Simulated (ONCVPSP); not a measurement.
# Configuration tests for P (ONCV)

ONCVPSP 4.0.1 input, shortened (lines: element, Z, core and valence counts, functional; n l f; lmax; l rc ep ncon nbas qcut; lloc lpopt rc5 dvloc0; l nproj debl; icmod fcfact rcfact), PW91, scalar-relativistic:

```
  P 15.00    3    2  -109134      upf
    1    0    2.00
    2    0    2.00
    2    1    6.00
    3    0    2.00
    3    1    3.00
    2
    0    1.15    0.00    3    7    5.80
    1    1.30    0.00    4    8    5.00
    2    1.15    0.36    5   10    8.20
    0    5    1.15    0.00
    0    0    1.60
    1    2    3.80
    2    2    1.20
    2    0.40    0.80
```

Energies are relative to the spin-unpolarised reference configuration 3s2 3p3; without spin polarisation the order of configurations can differ from experiment.

```
valence configuration  charge  ΔE all-electron (eV)  error AE − PS (meV)
              3s2 3p2      +1                 9.776                 +2.0
              3s2 3p1      +2                28.983                  +19
              3s2 3p0      +3                58.804                  +78
```

(1) What are ΔE and the potential's error for 3s1 3p0?

Levels in the configuration 3s1 3p0:

```json
{"level": "3s", "all-electron (eV)": "-58.526", "pseudo (eV)": "-58.353"}
```

Answers

(1) ΔE = 110.898 eV all-electron; the error (AE − PS) is +207 meV.
